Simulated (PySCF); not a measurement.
SMILES O=C(O)[CH2][GeH3] (C2H6GeO2), GFN2-xTB optimised geometry. Atoms within 1.6 Å of the plane z = 0.6 Å (x, y, z in Å): O1 (2.29, -0.07, 0.00), C2 (1.09, -0.07, 0.00), O3 (0.38, -1.21, 0.02), C4 (0.19, 1.11, 0.00), Ge5 (-1.44, 0.64, 1.02), H6 (0.96, -1.98, 0.00), H8 (0.72, 1.98, 0.38), H9 (-2.29, -0.31, 0.27), H10 (-2.23, 1.89, 1.28).

Level of theory: B3LYP/def2-TZVP run with PySCF.

Map of the deformation density (molecule minus spherical neutral atoms) (e/bohr³) on the plane z = 0.6 Å:

```
|=============================|
|=============================|
|========------------=========|
|=====----------------========|
|====------------------=======|
|===--------------------======|
|==--------------::-----======|
|=------==------=-::-----=====|
|=-----====----=*@=------=====|
|=-----=++=--==+%@+------=====|
|------===--=**+++------======|
|-------=---=#%*---::--=======|
|------===::=*#+==-::-========|
|-----=+**---=====:.-=====--==|
|-----=*@@+----::. .+=:-----==|
|-----=*@%+-:::::. .==-==---==|
|=-----=++=------=-.--========|
|=-------=----=+*+-::-========|
|==----------==*#=-:---=======|
|===---------=====------======|
|====--------------:----======|
|=====-----------:::-----=====|
|=========--------:------=====|
|===========------------======|
|============-----------======|
|=============---------=======|
|===============-----=========|
|=============================|
|=============================|
```
Scale: ten equal steps from -0.034 (start of ' ') to 0.051 (end of '@'), in the order ' .:-=+*#%@'; x runs from -4.50 to 4.50, y from -4.50 (bottom) to 4.50 (top).
